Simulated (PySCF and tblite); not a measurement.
The numbers below are computed, except where a source is named.
System: isoxazole-5-carboxylic acid, C₄H₃NO₃, numbered as in [O:1]=[C:2]([OH:3])[c:4]1[cH:5][cH:6][n:7][o:8]1.

Motion: rotation about the C2–O3 bond (torsion O1–C2–O3–H from 0° to 180°, rising). GFN2-xTB gives an electronic barrier of 12.5 kcal/mol and a reaction energy of 3.5 kcal/mol.

PBE0/pcSseg-1 + D3(BJ), IEF-PCM benzene on GFN2-xTB geometries gives 11.5 kcal/mol and k(298 K) = 2.9×10⁵ s⁻¹.

(1) What does PBE0/6-311G** + D3(BJ) give on GFN2-xTB geometries?

Programs: tblite and PySCF.

Answers

(1) A barrier of 11.8 kcal/mol, 0.4 above the first DFT barrier (from unrounded values), a reaction energy of 2.0 kcal/mol and, with GFN2-xTB thermal terms, ΔG‡(298 K) = 10.8 kcal/mol and k = 1.6×10⁵ s⁻¹ (2 equivalent paths).
